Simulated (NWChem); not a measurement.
System: CH7BGe; SMILES C[BH][GeH3]

The following NWChem deck was run.

```
start job
memory heap 200 mb stack 900 mb global 1100 mb
geometry units angstroms noautosym nocenter noautoz
  B     -0.607114     1.112777     0.034316
  Ge     0.055642    -0.857143    -0.021317
  H     -0.500191    -1.570500    -1.284938
  H      1.598646    -1.016866    -0.057600
  H     -0.464658    -1.676744     1.190094
  H     -1.787475     1.281030     0.162233
  C      0.329162     2.359730    -0.018950
  H      0.437783     2.673841     1.037130
  H     -0.117714     3.222291    -0.529348
  H      1.341478     2.189196    -0.398540
end
basis spherical
  B library cc-pvtz
  Ge library cc-pvtz
  H library cc-pvtz
  C library cc-pvtz
end
dft
  xc xpbe96 cpbe96
  iterations 150
  semidirect filesize 400000000
end
property
  efieldgrad
end
task dft property
```

Output (shortened):

```
             Northwest Computational Chemistry Package (NWChem) 7.3.0
             --------------------------------------------------------

                             Geometry "geometry" -> ""
                             -------------------------

 Output coordinates in angstroms (scale by  1.889725989 to convert to a.u.)

  No.       Tag          Charge          X              Y              Z
 ---- ---------------- ---------- -------------- -------------- --------------
    1 B                    5.0000    -0.60711400     1.11277700     0.03431600
    2 Ge                  32.0000     0.05564200    -0.85714300    -0.02131700
    3 H                    1.0000    -0.50019100    -1.57050000    -1.28493800
    4 H                    1.0000     1.59864600    -1.01686600    -0.05760000
    5 H                    1.0000    -0.46465800    -1.67674400     1.19009400
    6 H                    1.0000    -1.78747500     1.28103000     0.16223300
    7 C                    6.0000     0.32916200     2.35973000    -0.01895000
    8 H                    1.0000     0.43778300     2.67384100     1.03713000
    9 H                    1.0000    -0.11771400     3.22229100    -0.52934800
   10 H                    1.0000     1.34147800     2.18919600    -0.39854000

 Effective nuclear repulsion energy (a.u.)     159.2461878948

  pbe96 is a nonlocal functional; adding pw91lda local functional.
                              NWChem Property Module
                              ----------------------

  itol2e modified to match energy
  convergence criterion.

                                 NWChem DFT Module
                                 -----------------

 Summary of "ao basis" -> "ao basis" (spherical)
 ------------------------------------------------------------------------------
       Tag                 Description            Shells   Functions and Types
 ---------------- ------------------------------  ------  ---------------------
 B                          cc-pvtz                 10       30   4s3p2d1f
 Ge                         cc-pvtz                 15       43   6s5p3d1f
 H                          cc-pvtz                  6       14   3s2p1d
 C                          cc-pvtz                 10       30   4s3p2d1f

  itol2e modified to match energy
  convergence criterion.

            General Information
            -------------------
          SCF calculation type: DFT
          Wavefunction type:  closed shell.
          No. of atoms     :    10
          No. of electrons :    50
           Alpha electrons :    25
            Beta electrons :    25
          Charge           :     0
          Spin multiplicity:     1
          Use of symmetry is: off; symmetry adaption is: off
          Maximum number of iterations: 150
          AO basis - number of functions:   201
                     number of shells:    77
          Convergence on energy requested:  1.00D-07
          Convergence on density requested:  1.00D-05
          Convergence on gradient requested:  5.00D-04

              XC Information
              --------------
          PerdewBurkeErnzerhof Exchange Functional  1.000
            Perdew 1991 LDA Correlation Functional  1.000 local
           PerdewBurkeErnz. Correlation Functional  1.000 non-local

             Grid Information
             ----------------
          Grid used for XC integration:  fine
          Radial quadrature: Mura-Knowles
          Angular quadrature: Lebedev.
          Tag              B.-S. Rad. Rad. Pts. Rad. Cut. Ang. Pts.
          ---              ---------- --------- --------- ---------
          B                   0.85       70          10.0       590
          Ge                  1.25      140          12.0       974
          H                   0.35       60          13.0       590
          C                   0.70       70          12.0       590
          Grid pruning is: on
          Number of quadrature shells:   700
          Spatial weights used:  Erf1

      Superposition of Atomic Density Guess
      -------------------------------------

 Sum of atomic energies:       -2141.04989674

      Non-variational initial energy
      ------------------------------

 Total energy =   -2142.482124
 1-e energy   =   -3297.797720
 2-e energy   =     996.069407
 HOMO         =      -0.294417
 LUMO         =      -0.046864

------------------------------------------------------------
EAF file 0: "./job.aoints.0" size=740294656 bytes
------------------------------------------------------------
               write      read    awrite     aread      wait
               -----      ----    ------     -----      ----
     calls:     1412         0         0         0         0
   data(b): 7.40e+08  0.00e+00  0.00e+00  0.00e+00
   time(s): 0.00e+00  0.00e+00  0.00e+00  0.00e+00  0.00e+00
rate(mb/s): 0.00e+00  0.00e+00
------------------------------------------------------------

   convergence    iter        energy       DeltaE   RMS-Dens  Diis-err
 ---------------- ----- ----------------- --------- --------- ---------
 d= 0,ls=0.0,diis     1  -2143.7255081777 -2.30D+03  2.77D-03  6.05D-01
 d= 0,ls=0.0,diis     2  -2143.7528484923 -2.73D-02  1.52D-03  1.55D-01
 d= 0,ls=0.0,diis     3  -2143.7603789200 -7.53D-03  5.75D-04  5.64D-02
 d= 0,ls=0.0,diis     4  -2143.7666579080 -6.28D-03  1.48D-04  3.26D-03
 d= 0,ls=0.0,diis     5  -2143.7670793518 -4.21D-04  1.89D-05  4.19D-05
  Resetting Diis
 d= 0,ls=0.0,diis     6  -2143.7670825394 -3.19D-06  7.15D-06  5.26D-06
 d= 0,ls=0.0,diis     7  -2143.7670832743 -7.35D-07  3.41D-06  2.50D-07
 d= 0,ls=0.0,diis     8  -2143.7670832320  4.23D-08  2.00D-06  5.31D-07

         Total DFT energy =    -2143.767083231980
      One electron energy =    -3300.102519230960
           Coulomb energy =     1087.700584452644
    Exchange-Corr. energy =      -90.611336348453
 Nuclear repulsion energy =      159.246187894790

 Numeric. integr. density =       49.999996463027

                       DFT Final Molecular Orbital Analysis
                       ------------------------------------

[...]

          -----------------------
          Electric field gradient
          -----------------------

 1 a.u. = 0.324123 10**(16) esu/cm**3  ( or statvolts/cm**2 ) = 0.97174 10**(22) v/m**2

 ------------------------------------------------------------
   Atom      X         Y         Z
 ------------------------------------------------------------
    1 B   -1.14728   2.10284   0.06485
 ------------------------------------------------------------

 Electric field gradient in molecular frame (a.u.)
         XX             YY             ZZ             XY             XZ             YZ
 ------------------------------------------------------------------------------------------
        0.315073       0.258995      -0.574068       0.038028      -0.098244      -0.015641

 Principal components (a.u.) and orientation
 of principal axis w.r.t. absolute frame                      Asymmetry parameter eta
 --------------------------------------------------------------------------------------
       -0.584948       0.344152       0.240797                       0.176691

        0.107937       0.900961      -0.420261
        0.013560       0.421357       0.906794
        0.994065      -0.103575       0.033263

 ------------------------------------------------------------
   Atom      X         Y         Z
 ------------------------------------------------------------
    2 Ge   0.10515  -1.61977  -0.04028
 ------------------------------------------------------------

 Electric field gradient in molecular frame (a.u.)
         XX             YY             ZZ             XY             XZ             YZ
 ------------------------------------------------------------------------------------------
       -0.157238       0.434888      -0.277650      -0.212359      -0.017463       0.009087

 Principal components (a.u.) and orientation
 of principal axis w.r.t. absolute frame                      Asymmetry parameter eta
 --------------------------------------------------------------------------------------
        0.503424      -0.281333      -0.222091                       0.117680

       -0.306394       0.234453       0.922580
        0.951736       0.057202       0.301540
        0.017923       0.970443      -0.240663

 ------------------------------------------------------------
   Atom      X         Y         Z
 ------------------------------------------------------------
    3 H   -0.94522  -2.96781  -2.42818
 ------------------------------------------------------------

 Electric field gradient in molecular frame (a.u.)
         XX             YY             ZZ             XY             XZ             YZ
 ------------------------------------------------------------------------------------------
        0.036862       0.024626      -0.061488      -0.030601      -0.053792      -0.068666

 Principal components (a.u.) and orientation
 of principal axis w.r.t. absolute frame                      Asymmetry parameter eta
 --------------------------------------------------------------------------------------
       -0.123378       0.062843       0.060535                       0.018707

        0.360261      -0.291935       0.885994
        0.452860       0.885078       0.107492
        0.815555      -0.362507      -0.451065

 ------------------------------------------------------------
   Atom      X         Y         Z
 ------------------------------------------------------------
    4 H    3.02100  -1.92160  -0.10885
 ------------------------------------------------------------

 Electric field gradient in molecular frame (a.u.)
         XX             YY             ZZ             XY             XZ             YZ
 ------------------------------------------------------------------------------------------
       -0.121929       0.060805       0.061124       0.017645       0.004223      -0.000186

 Principal components (a.u.) and orientation
 of principal axis w.r.t. absolute frame                      Asymmetry parameter eta
 --------------------------------------------------------------------------------------
       -0.123714       0.062530       0.061185                       0.010872

        0.995197       0.097651       0.006884
       -0.095193       0.981750      -0.164640
       -0.022836       0.163194       0.986330

 ------------------------------------------------------------
   Atom      X         Y         Z
 ------------------------------------------------------------
    5 H   -0.87808  -3.16859   2.24895
 ------------------------------------------------------------

 Electric field gradient in molecular frame (a.u.)
         XX             YY             ZZ             XY             XZ             YZ
 ------------------------------------------------------------------------------------------
        0.039879       0.012106      -0.051985      -0.032936       0.048555       0.076389

 Principal components (a.u.) and orientation
 of principal axis w.r.t. absolute frame                      Asymmetry parameter eta
 --------------------------------------------------------------------------------------
       -0.123807       0.063023       0.060785                       0.018077

       -0.337408      -0.221224       0.914995
       -0.522041       0.852810       0.013685
        0.783345       0.473048       0.403233

 ------------------------------------------------------------
   Atom      X         Y         Z
 ------------------------------------------------------------
    6 H   -3.37784   2.42080   0.30658
 ------------------------------------------------------------

 Electric field gradient in molecular frame (a.u.)
         XX             YY             ZZ             XY             XZ             YZ
 ------------------------------------------------------------------------------------------
       -0.183929       0.101887       0.082042       0.039787       0.028839      -0.004701

 Principal components (a.u.) and orientation
 of principal axis w.r.t. absolute frame                      Asymmetry parameter eta
 --------------------------------------------------------------------------------------
       -0.192472       0.107348       0.085124                       0.115463

        0.985200       0.131996       0.109357
       -0.134855       0.990680       0.019142
       -0.105811      -0.033606       0.993818

 ------------------------------------------------------------
   Atom      X         Y         Z
 ------------------------------------------------------------
    7 C    0.62203   4.45924  -0.03581
 ------------------------------------------------------------

 Electric field gradient in molecular frame (a.u.)
         XX             YY             ZZ             XY             XZ             YZ
 ------------------------------------------------------------------------------------------
        0.046581       0.076255      -0.122837       0.068096      -0.004996       0.000058

 Principal components (a.u.) and orientation
 of principal axis w.r.t. absolute frame                      Asymmetry parameter eta
 --------------------------------------------------------------------------------------
        0.131149      -0.123008      -0.008141                       0.875856

        0.627559       0.034258       0.777815
        0.778474      -0.012000      -0.627563
       -0.012165       0.999341      -0.034200

 ------------------------------------------------------------
   Atom      X         Y         Z
 ------------------------------------------------------------
    8 H    0.82729   5.05283   1.95989
 ------------------------------------------------------------

 Electric field gradient in molecular frame (a.u.)
         XX             YY             ZZ             XY             XZ             YZ
 ------------------------------------------------------------------------------------------
        0.133469       0.107529      -0.240998      -0.008725      -0.038237      -0.112273

 Principal components (a.u.) and orientation
 of principal axis w.r.t. absolute frame                      Asymmetry parameter eta
 --------------------------------------------------------------------------------------
       -0.277760       0.141823       0.135937                       0.021188

        0.094765       0.460266       0.882709
        0.280482       0.838432      -0.467291
        0.955170      -0.291867       0.049643

 ------------------------------------------------------------
   Atom      X         Y         Z
 ------------------------------------------------------------
    9 H   -0.22245   6.08925  -1.00032
 ------------------------------------------------------------

 Electric field gradient in molecular frame (a.u.)
         XX             YY             ZZ             XY             XZ             YZ
 ------------------------------------------------------------------------------------------
        0.069321      -0.118398       0.049077       0.140152      -0.078918       0.157396

 Principal components (a.u.) and orientation
 of principal axis w.r.t. absolute frame                      Asymmetry parameter eta
 --------------------------------------------------------------------------------------
       -0.285757       0.147063       0.138694                       0.029287

       -0.412528       0.584627      -0.698592
        0.783115       0.619361       0.055881
       -0.465350       0.524026       0.713334

[...]
```

Level: PBE/cc-pVTZ. Coordinates come from a B3LYP/6-31G* (spherical d) optimisation. NWChem prints the field gradient with the sign opposite to the second derivative of the potential.
